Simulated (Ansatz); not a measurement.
System: sum formula BHF (charge 0, doublet). It need not be the lowest isomer of its formula. 
Coordinates optimised at B3LYP-D3(BJ)/def2-TZVP (Ansatz, an electronic-structure program):
```
B
F 1 1.3046
H 1 1.2028 2 121.00
```
Charge 0, spin multiplicity 2.

Wanted: atomisation energy (electronic, to ground-state atoms), in kcal/mol. Cores are frozen in the correlated levels unless marked. Open shells are spin-unrestricted. No spin-orbit coupling. No relativistic terms. The coupled-cluster limit lacks core correlation, which all-electron functionals hold. CBS(X,Y): correlation extrapolated as X^-3; Hartree-Fock from the larger set.

```json
[
 {"level": "BLYP-D3(BJ)/def2-TZVPD", "program": "Ansatz + dftd3", "atomisation energy (kcal/mol)": "237.8", "minus last row": "4.8"},
 {"level": "revPBE-D3(BJ)/def2-TZVPD", "program": "Ansatz + dftd3", "atomisation energy (kcal/mol)": "234.5", "minus last row": "1.5"},
 {"level": "BHLYP/def2-TZVPD", "program": "Ansatz", "atomisation energy (kcal/mol)": "227.5", "minus last row": "-5.5"},
 {"level": "HSE06/def2-TZVPD", "program": "Ansatz", "atomisation energy (kcal/mol)": "235.8", "minus last row": "2.8"},
 {"level": "RI-MP2/CBS(def2-TZVPP,def2-QZVPP)", "program": "Ansatz", "atomisation energy (kcal/mol)": "242.8", "minus last row": "9.8"},
 {"level": "CCSD/STO-3G", "program": "Ansatz", "atomisation energy (kcal/mol)": "231.8", "minus last row": "-1.2"},
 {"level": "CCSD(T)/CBS(aug-cc-pVTZ,aug-cc-pVQZ)", "program": "Ansatz", "atomisation energy (kcal/mol)": "233.0", "minus last row": "0.0"}
]
```
